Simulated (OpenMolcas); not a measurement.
## Ru3+: ligand-field states by method

Ru3+ with 6 ligands (chloride) in tetragonal octahedral coordination (D4h) at 2.44 Å, the axial distance 2.586 Å. A charge of +0.5 e stands 2.8 Å behind each ligand. Ligand basis ANO-RCC-VDZP.

* Program: OpenMolcas
* Basis: ANO-RCC-VDZP [6s5p3d1f]
* Scalar Hamiltonian: DKH2, point nucleus
* Active space: 5 electrons in 5 orbitals (4d)
* State averaging: 2S+1 = 6 even, 1 root; 2S+1 = 4 even, 24 roots; 2S+1 = 2 even, 75 roots
* Spin-orbit coupling: state interaction with AMFI integrals over the reference wave functions

I. CASSCF
II. SS-CASPT2, IPEA 0.25 Eh, imaginary shift 0.1 Eh (closed shells correlated: 4s 4p and the ligand valence shells)

Spin-free states (labels of D4, the rotations of D4h) in cm-1, each column counted from its own energy of the first state listed:

```tsv
State	Degeneracy	I	II
2S+1 = 6	1	0	0
2S+1 = 4	1	7687	-1030
2S+1 = 2	1	9227	-6390
2E	2	9587	-5810
4E	2	9701	560
4E	2	14317	4600
2S+1 = 4	1	16995	7430
2S+1 = 2	1	18155	5710
2E	2	19985	7230
2S+1 = 2	1	20003	6990
2S+1 = 2	1	20536	7850
2S+1 = 4	1	20852	13430
2S+1 = 4	1	21066	14350
2S+1 = 4	1	21906	15080
2E	2	22675	9840
2S+1 = 2	1	23391	9790
2S+1 = 2	1	24665	11810
4E	2	25403	17680
2S+1 = 4	1	25903	17980
2S+1 = 4	1	26501	18540
```

II puts a state of multiplicity 2 lowest, 6400 cm-1 below that state.

From I to II, I's first state of another spin (2S+1 = 4) moves from 7687 to -1030 cm-1, by about -8700 cm-1. In II another state of that kind comes below it.

χT at 300 K: I 4.32, II 0.70 cm3 K/mol.

Over all roots computed the reference weight is 0.64 to 0.66 in II; a low but even weight reflects the number of correlated electrons. The least metal-like active orbital is 79 % on the metal (Löwdin) and no ligand orbital is active, so the numbers are rough. Ligand-to-metal charge-transfer states are missing. With no ligand orbital active B as a rule stays too high, so bands that hang on it stand too high and its fall with covalency is understated. Without dynamic correlation the repulsion within the d shell is too large (B by tens of per cent), so at a given field states of lower spin stand too high (holds for I). This shell can be high or low spin here, a state of another spin lies low, and with metal d orbitals alone active their balance is uncertain, so the ground spin may be wrong (holds for I). With metal d orbitals alone the field can be off either way by tens of per cent (holds for I). Spin-orbit coupling mixes the spin-free states strongly: the lowest level takes only 48 % from its leading state, 2E, which lies 582 cm-1 above the lowest spin-free state (holds for II). This shell can be high or low spin here, a state of another spin lies low, and with metal d orbitals alone active their balance is uncertain, so the ground spin may be wrong, although the usual error favours high spin (holds for II). With one d shell and no ligand orbital active, 10Dq can be off by a tenth or more (holds for II). No measured value stands beside these numbers; the geometry is a model, was not optimised and need not be the one that this ion takes.
